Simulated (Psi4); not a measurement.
HO2, charge -1, singlet, geometry from GFN2-xTB (a gas-phase anion, which may not be bound at this level); Psi4 1.11 with MP4/cc-pVTZ.

The Psi4 input:
```
memory 2 GB

molecule mol {
-1 1
  O     0.054905    0.780938   -0.032516
  O     0.039871   -0.675866   -0.028069
  H    -0.758214   -0.840575    0.484680
}

set basis cc-pvtz
set reference rhf
set freeze_core true

energy('mp4')
print_variables()
```

Question: What does Psi4 print? Leave out banner, timings and long lists.

Answer: 
```
   => Loading Basis Set <=

    Name: CC-PVTZ
    Role: ORBITAL
    Keyword: BASIS

         ---------------------------------------------------------
                                   SCF
               by Justin Turney, Rob Parrish, Andy Simmonett
                          and Daniel G. A. Smith
                              RHF Reference
         ---------------------------------------------------------

  ==> Geometry <==

    Molecular point group: cs
    Full point group: Cs

    Geometry (in Angstrom), charge = -1, multiplicity = 1:

       Center              X                  Y                   Z               Mass
    ------------   -----------------  -----------------  -----------------  -----------------
         O            0.036727381322     0.755683120629     0.000000000000    15.994914619570
         O            0.021677464004    -0.701127502399     0.000000000000    15.994914619570
         H           -0.926927278528    -0.865837251211     0.000000000000     1.007825032230

  Running in cs symmetry.

  Rotational constants: A =     20.19483  B =      0.94639  C =      0.90402 [cm^-1]
  Rotational constants: A = 605425.70246  B =  28372.02135  C =  27101.94485 [MHz]
  Nuclear repulsion =   29.887697774019909

  Charge       = -1
  Multiplicity = 1
  Electrons    = 18
  Nalpha       = 9
  Nbeta        = 9

  ==> Algorithm <==

  SCF Algorithm Type is PK.
  DIIS enabled.
  MOM disabled.
  Fractional occupation disabled.
  Guess Type is SAD.
  Energy threshold   = 1.00e-08
  Density threshold  = 1.00e-08
  Integral threshold = 1.00e-12

  ==> Primary Basis <==

  Basis Set: CC-PVTZ
    Blend: CC-PVTZ
    Number of shells: 26
    Number of basis functions: 74
    Number of Cartesian functions: 85
    Spherical Harmonics?: true
    Max angular momentum: 3

  ==> Integral Setup <==

  Using in-core PK algorithm.
   Calculation information:
      Number of atoms:                   3
      Number of AO shells:              26
      Number of primitives:             60
      Number of atomic orbitals:        85
      Number of basis functions:        74

      Integral cutoff                 1.00e-12
      Number of threads:                 1

  Performing in-core PK
  Using 7703400 doubles for integral storage.
  We computed 61776 shell quartets total.
  Whereas there are 61776 unique shell quartets.

  ==> DiskJK: Disk-Based J/K Matrices <==

    J tasked:                  Yes
    K tasked:                  Yes
    wK tasked:                  No
    Schwarz Cutoff:          1E-12

  Minimum eigenvalue in the overlap matrix is 3.2372196500E-03.
  Reciprocal condition number of the overlap matrix is 7.1766009330E-04.
    Using symmetric orthogonalization.

  ==> Pre-Iterations <==

  SCF Guess: Superposition of Atomic Densities via on-the-fly atomic UHF (no occupation information).

   -------------------------
    Irrep   Nso     Nmo
   -------------------------
     A'        50      50
     A"        24      24
   -------------------------
    Total      74      74
   -------------------------

  ==> Iterations <==

                        Total Energy        Delta E     RMS |[F,P]|

   @RHF iter SAD:  -149.14390166836387   -1.49144e+02   0.00000e+00
   @RHF iter   1:  -150.09892457192726   -9.55023e-01   8.66398e-03 DIIS/ADIIS
   @RHF iter   2:  -150.17547504067133   -7.65505e-02   5.11832e-03 DIIS/ADIIS
   @RHF iter   3:  -150.20052809866181   -2.50531e-02   6.92085e-04 DIIS/ADIIS
   @RHF iter   4:  -150.20154867295309   -1.02057e-03   3.69554e-04 DIIS/ADIIS
   @RHF iter   5:  -150.20183199881077   -2.83326e-04   1.40463e-04 DIIS/ADIIS
   @RHF iter   6:  -150.20189779770152   -6.57989e-05   4.62064e-05 DIIS
   @RHF iter   7:  -150.20190589376574   -8.09606e-06   9.05673e-06 DIIS
   @RHF iter   8:  -150.20190621803769   -3.24272e-07   1.52874e-06 DIIS
   @RHF iter   9:  -150.20190622951213   -1.14744e-08   3.35727e-07 DIIS
   @RHF iter  10:  -150.20190623011598   -6.03848e-10   9.40479e-08 DIIS
[...]
  @RHF Final Energy:  -150.20190623018516
    Total Energy =                       -150.2019062301851591
[...]
        *                                                        *
        **********************************************************

        CC integral sort will use                    210.62 mb

        Number of (ab|cd) temporary files:                2
        Number of (ab|ci) temporary files:                3
        Starting temporary file number:                 270

        *****************************************************
        *                                                   *
        *                        MP4                        *
        *                  Eugene DePrince                  *
        *                                                   *
        *****************************************************

  ==> Input parameters <==

        Freeze core orbitals?                 yes
        Use frozen natural orbitals?           no
        r_convergence:                  1.000e-07
        e_convergence:                  1.000e-06
        Number of DIIS vectors:                 8
        Number of frozen core orbitals:         2
        Number of active occupied orbitals:     7
        Number of active virtual orbitals:     65
        Number of frozen virtual orbitals:      0

  ==> Memory <==

        minimum memory requirements for QCISD =         4.82 mb
        (T) algorithm:                                  3.35 mb (low-memory)
        memory requirements for QCISD(T) =              3.35 mb

  ==> Define tiling <==

        v(ab,cd) diagrams will be evaluated in   1 blocks.
        v(ab,ci) diagrams will be evaluated in   1 blocks over ov2.
        v(ab,ci) diagrams will be evaluated in   1 blocks over ov.

  Allocate cpu memory (    39.92 mb).....done.
  Initialize cpu memory..................done.

  ==> MP4(SDQ) <==

        OS MP2 correlation energy:            -0.368440554408
        SS MP2 correlation energy:            -0.124924958888
        MP2 correlation energy:               -0.493365513296
      * MP2 total energy:                   -150.695271743481

        OS MP2.5 correlation energy:          -0.375026872909
        SS MP2.5 correlation energy:          -0.118283469726
        MP2.5 correlation energy:             -0.493310342634
      * MP2.5 total energy:                 -150.695216572819

        OS MP3 correlation energy:            -0.381613191409
        SS MP3 correlation energy:            -0.111641980563
        MP3 correlation energy:               -0.493255171972
      * MP3 total energy:                   -150.695161402157

        OS MP4(SDQ) correlation energy:       -0.388834684128
        SS MP4(SDQ) correlation energy:       -0.104726015217
        MP4(SDQ) correlation energy:          -0.499506436460
      * MP4(SDQ) total energy:              -150.701412666645

        ==> Resort (ov|vv) integrals for low-memory (T) computation <==

        *******************************************************
        *                                                     *
        *                       MP4(T)                        *
        *                                                     *
        *******************************************************

        Using low-memory algorithm.

        num_threads:                      1
        memory requirements:        3.35 mb

        Number of abc combinations: 47905

        Computing (T) correction...

        % complete  total time
              10.0
              20.0
              30.0
              40.0
              50.0
              60.0
              70.0
              80.0
              90.0

        MP4(T) correlation energy:              -0.019985873938

        MP4(SDTQ) correlation energy:           -0.519492310398
      * MP4(SDTQ) total energy:               -150.721398540583

  Variable Map:
  ----------------------------------------------------------------------------
[...]
  Array Variable Map:
  ----------------------------------------------------------------------------
[...]
[...]
```
